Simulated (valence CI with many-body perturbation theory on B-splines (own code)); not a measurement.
# E1 line list for Hf⁶⁵⁺

Level of theory: valence CI with perturbative core correlation (CI+MBPT): five valence electrons over a frozen Dirac-Fock core [He], a basis of 9 s, 9 p, 8 d, 6 f, 3 g, 1 h functions for each j, with the one-electron correlation potential Σ1 (screened to all orders), the two-electron term Σ2, the three-electron term Σ3, Breit, model QED; selected single and double excitations, second order for the rest (own B-spline code, finite nucleus).

The last digits are not significant, and no measured levels were compared; by estimate large intervals hold to a few tenths of a per cent, small ones and those within an open d or f shell to about a per cent. Among the levels kept, up to 1100 cm⁻¹ of a level comes from second order outside the variational space, and about a tenth of that is noise between levels of different J, which matters for small intervals.

Lines 201 to 250 of 260 in falling wavelength, among levels below 10546 eV, chosen from the strongest by gf and those to the six lowest levels. Wavelengths and rates use the calculated energies. Electric multipoles are in the length gauge, E1 and E2 with the static RPA response of the core. Weak lines are less certain than strong ones. Lines between different terms over intervals too small for the method are left out, as are lines whose strength nearly cancels. The highest levels of a list are the least certain.

Levels are named by their leading jj configuration (3d3/2^4 stands for four electrons in 3d with j = 3/2), which in mixed levels can hold well under half, so a name can repeat and another be missing. Letters in brackets count levels of one name in rising energy.

```tsv
λ vac (nm)	Upper	Lower	A (s⁻¹)	S (a.u.)
0.1385	(2s^2 2p1/2 2p3/2 3d3/2) J=3/2 [b]	(2s^2 2p1/2 2p3/2^2) J=3/2	3.54e+12	1.85e-05
0.1384	(2s 2p1/2^2 2p3/2 3d3/2) J=3/2 [b]	(2s 2p1/2^2 2p3/2^2) J=5/2	9.05e+13	4.74e-04
0.1383	(2s^2 2p1/2 2p3/2 3d3/2) J=1/2 [b]	(2s^2 2p1/2 2p3/2^2) J=3/2	1.28e+14	3.35e-04
0.1383	(2s 2p1/2^2 2p3/2 3d3/2) J=5/2 [b]	(2s 2p1/2^2 2p3/2^2) J=5/2	2.11e+13	1.65e-04
0.1381	(2s^2 2p1/2 2p3/2 3d5/2) J=7/2 [a]	(2s^2 2p1/2 2p3/2^2) J=5/2	3.31e+13	3.44e-04
0.1380	(2s^2 2p1/2 2p3/2 3d5/2) J=3/2 [b]	(2s^2 2p1/2 2p3/2^2) J=1/2	1.23e+15	6.41e-03
0.1380	(2s 2p1/2^2 2p3/2 3d5/2) J=5/2	(2s 2p1/2^2 2p3/2^2) J=5/2	9.81e+14	7.63e-03
0.1380	(2s^2 2p1/2 2p3/2 3d5/2) J=1/2	(2s^2 2p1/2 2p3/2^2) J=1/2	1.37e+15	3.54e-03
0.1379	(2s 2p1/2^2 2p3/2 3d5/2) J=7/2	(2s 2p1/2^2 2p3/2^2) J=5/2	1.78e+15	1.85e-02
0.1378	(2s^2 2p1/2 2p3/2 3d5/2) J=3/2 [a]	(2s^2 2p1/2 2p3/2^2) J=5/2	6.02e+13	3.11e-04
0.1377	(2s^2 2p1/2 2p3/2 3d5/2) J=5/2 [a]	(2s^2 2p1/2 2p3/2^2) J=5/2	3.61e+14	2.80e-03
0.1377	(2s^2 2p1/2^2 3d5/2) J=5/2	(2s^2 2p1/2^2 2p3/2) J=3/2	1.29e+15	9.94e-03
0.1375	(2s^2 2p1/2 2p3/2 3d5/2) J=5/2 [b]	(2s^2 2p1/2 2p3/2^2) J=5/2	6.92e+14	5.32e-03
0.1374	(2s^2 2p1/2 2p3/2 3d5/2) J=3/2 [a]	(2s^2 2p1/2 2p3/2^2) J=3/2	8.75e+14	4.48e-03
0.1374	(2s^2 2p1/2 2p3/2 3d5/2) J=5/2 [a]	(2s^2 2p1/2 2p3/2^2) J=3/2	9.46e+14	7.26e-03
0.1374	(2s^2 2p1/2 2p3/2 3d5/2) J=7/2 [b]	(2s^2 2p1/2 2p3/2^2) J=5/2	2.09e+15	2.14e-02
0.1373	(2s^2 2p1/2 2p3/2 3d5/2) J=3/2 [b]	(2s^2 2p1/2 2p3/2^2) J=5/2	1.53e+14	7.80e-04
0.1371	(2s^2 2p1/2 2p3/2 3d5/2) J=5/2 [b]	(2s^2 2p1/2 2p3/2^2) J=3/2	1.17e+15	8.94e-03
0.1371	(2s 2p1/2^2 2p3/2 3p3/2) J=3/2 [a]	(2s^2 2p1/2 2p3/2^2) J=1/2	3.74e+12	1.90e-05
0.1369	(2s^2 2p1/2 2p3/2 3d5/2) J=3/2 [b]	(2s^2 2p1/2 2p3/2^2) J=3/2	1.40e+13	7.12e-05
0.1369	(2s^2 2p1/2 2p3/2 3d5/2) J=1/2	(2s^2 2p1/2 2p3/2^2) J=3/2	1.15e+14	2.91e-04
0.1368	(2s 2p1/2^2 2p3/2 3p3/2) J=1/2 [a]	(2s^2 2p1/2 2p3/2^2) J=1/2	1.70e+11	4.29e-07
0.1365	(2s 2p1/2^2 2p3/2 3p3/2) J=7/2	(2s^2 2p1/2 2p3/2^2) J=5/2	7.75e+12	7.78e-05
0.1363	(2s 2p1/2^2 2p3/2 3p3/2) J=3/2 [a]	(2s^2 2p1/2 2p3/2^2) J=5/2	1.36e+12	6.80e-06
0.1361	(2s 2p1/2^2 2p3/2 3p3/2) J=5/2 [a]	(2s^2 2p1/2 2p3/2^2) J=5/2	3.75e+12	2.80e-05
0.1360	(2s 2p1/2^2 2p3/2 3p3/2) J=3/2 [a]	(2s^2 2p1/2 2p3/2^2) J=3/2	6.29e+12	3.12e-05
0.1357	(2s 2p1/2^2 2p3/2 3p3/2) J=5/2 [a]	(2s^2 2p1/2 2p3/2^2) J=3/2	1.35e+13	1.00e-04
0.1357	(2s 2p1/2^2 2p3/2 3p3/2) J=1/2 [a]	(2s^2 2p1/2 2p3/2^2) J=3/2	4.57e+10	1.13e-07
0.1356	(2s 2p1/2^2 2p3/2 3p3/2) J=3/2 [b]	(2s^2 2p1/2 2p3/2^2) J=1/2	1.52e+12	7.50e-06
0.1355	(2s 2p1/2^2 2p3/2 3p3/2) J=1/2 [b]	(2s^2 2p1/2 2p3/2^2) J=1/2	8.82e+12	2.17e-05
0.1351	(2s 2p1/2^2 2p3/2 3p3/2) J=5/2 [b]	(2s^2 2p1/2 2p3/2^2) J=5/2	1.02e+12	7.42e-06
0.1349	(2s 2p1/2^2 2p3/2 3p3/2) J=3/2 [b]	(2s^2 2p1/2 2p3/2^2) J=5/2	3.92e+11	1.90e-06
0.1348	(2s 2p1/2^2 2p3/2 3p3/2) J=5/2 [b]	(2s^2 2p1/2 2p3/2^2) J=3/2	6.91e+12	5.01e-05
0.1345	(2s 2p1/2^2 2p3/2 3p3/2) J=3/2 [b]	(2s^2 2p1/2 2p3/2^2) J=3/2	2.58e+12	1.24e-05
0.1345	(2s 2p1/2^2 2p3/2 3p3/2) J=1/2 [b]	(2s^2 2p1/2 2p3/2^2) J=3/2	1.52e+12	3.64e-06
0.1296	(2s^2 2p1/2 2p3/2 3s) J=3/2 [a]	(2s^2 2p1/2^2 2p3/2) J=3/2	2.49e+13	1.07e-04
0.1294	(2s^2 2p1/2 2p3/2 3s) J=1/2	(2s^2 2p1/2^2 2p3/2) J=3/2	4.23e+13	9.05e-05
0.1293	(2s^2 2p1/2 2p3/2 3s) J=5/2	(2s^2 2p1/2^2 2p3/2) J=3/2	4.10e+13	2.63e-04
0.1292	(2s^2 2p1/2 2p3/2 3s) J=3/2 [b]	(2s^2 2p1/2^2 2p3/2) J=3/2	2.53e+13	1.08e-04
0.1244	(2s 2p1/2^2 2p3/2 3p1/2) J=3/2 [a]	(2s^2 2p1/2^2 2p3/2) J=3/2	1.86e+14	7.07e-04
0.1244	(2s 2p1/2^2 2p3/2 3p1/2) J=5/2	(2s^2 2p1/2^2 2p3/2) J=3/2	4.76e+14	2.71e-03
0.1233	(2s 2p1/2^2 2p3/2 3p1/2) J=1/2	(2s^2 2p1/2^2 2p3/2) J=3/2	5.19e+14	9.62e-04
0.1233	(2s 2p1/2^2 2p3/2 3p1/2) J=3/2 [b]	(2s^2 2p1/2^2 2p3/2) J=3/2	3.58e+14	1.32e-03
0.1223	(2s^2 2p1/2 2p3/2 3d3/2) J=3/2 [a]	(2s^2 2p1/2^2 2p3/2) J=3/2	1.93e+14	6.97e-04
0.1223	(2s^2 2p1/2 2p3/2 3d3/2) J=5/2 [a]	(2s^2 2p1/2^2 2p3/2) J=3/2	6.22e+13	3.37e-04
0.1223	(2s^2 2p1/2 2p3/2 3d3/2) J=1/2 [a]	(2s^2 2p1/2^2 2p3/2) J=3/2	3.40e+13	6.13e-05
0.1219	(2s^2 2p1/2 2p3/2 3d3/2) J=5/2 [b]	(2s^2 2p1/2^2 2p3/2) J=3/2	1.52e+15	8.16e-03
0.1219	(2s^2 2p1/2 2p3/2 3d3/2) J=3/2 [b]	(2s^2 2p1/2^2 2p3/2) J=3/2	1.34e+15	4.80e-03
0.1218	(2s^2 2p1/2 2p3/2 3d3/2) J=1/2 [b]	(2s^2 2p1/2^2 2p3/2) J=3/2	1.53e+15	2.73e-03
0.1210	(2s^2 2p1/2 2p3/2 3d5/2) J=3/2 [a]	(2s^2 2p1/2^2 2p3/2) J=3/2	1.24e+13	4.33e-05
```
